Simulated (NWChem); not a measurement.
System: C3H11Si3, doublet; SMILES C1[SiH2]C[SiH2]C[SiH]1

```xyz
17

C     -0.9437    -0.4004    -1.5628
Si    -1.8629     0.1683     0.0000
C     -0.9437    -0.4004     1.5628
Si     0.8656     0.1752     1.5877
C      1.7406    -0.3686     0.0000
Si     0.8656     0.1752    -1.5877
H     -0.9714    -1.4967    -1.6247
H     -1.4620    -0.0203    -2.4521
H     -1.9538     1.6640     0.0000
H     -0.9714    -1.4967     1.6247
H     -1.4620    -0.0203     2.4521
H      0.9031     1.6613     1.6922
H      1.5739    -0.3758     2.7827
H      1.8238    -1.4648     0.0000
H      2.7674     0.0208     0.0000
H      0.9031     1.6613    -1.6922
H      1.5739    -0.3758    -2.7827
```
Atoms are numbered in this order, from 1.

All runs: NWChem. Pople sets run with spherical d functions. Spin-unrestricted. The geometry was optimised at B3LYP/6-31G* (spherical d), spin-unrestricted. Not confirmed as a minimum by frequencies. No stability test was run on the SCF state.

**Question.** Estimate the computed values for OLYP/6-31G*. Quantities: highest occupied level (eV); lowest empty minus highest occupied level, either spin (eV); dipole (D); <S²>.

**Answer.** The highest occupied level (eV) is -4.15 and the lowest empty minus highest occupied level, either spin (eV) is 1.61. The dipole (D) is 1.26 and the <S²> comes out as 0.752.
